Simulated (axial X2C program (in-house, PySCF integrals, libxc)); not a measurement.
Spin–orbit effects down a group: molecules with B (ions), MP2

Calculated with an in-house relativistic program for diatomic molecules, spin-free (one-electron X2C) or two-component (2c: spin–orbit coupling with atomic mean-field Coulomb and Gaunt terms, which also bring small scalar terms), in Dyall basis sets with cores contracted in-house; open shells are unrestricted.

Basis sets: B dyall-v3z, Cd dyall-cv3z, Hg dyall-cv3z, Zn dyall-cv3z. Frozen shells (counts by l): ZnB⁺ Zn 3s2p, B 1s, 14 electrons correlated; CdB⁺ Cd 4s3p1d, B 1s, 14 electrons correlated; HgB⁺ Hg 5s4p2d1f, B 1s, 14 electrons correlated. Where the outer core of a metal is frozen, bonds come out longer and ionisation energies lower.

| molecule | spin-free state | Re (Å) | ωe (cm⁻¹) | De (eV) | 2c state | Re 2c (Å) | ωe 2c (cm⁻¹) | De 2c (eV) |
| --- | --- | --- | --- | --- | --- | --- | --- | --- |
| ZnB⁺ | M_S = 0, Λ = 0 | 2.332 | 330.2 | 1.56 | Ω = 0 | 2.333 | 330.1 | 1.56 |
| CdB⁺ | M_S = 0, Λ = 0 | 2.499 | 303.9 | 1.52 | Ω = 0 | 2.500 | 303.7 | 1.52 |
| HgB⁺ | M_S = 0, Λ = 0 | 2.345 | 305.9 | 1.21 | Ω = 0 | 2.338 | 306.9 | 1.21 |

Fragments in 2c: Zn + B+, Cd + B+, Hg + B+. Each entry is the lowest single determinant of a limited PBE0 search at one distance. De goes to single-determinant-based atoms at the same level (for ions the charge split of lowest energy) and is withheld (n/a) where an atom does not fit its ground term or J level. Main or longest-lived isotopes.
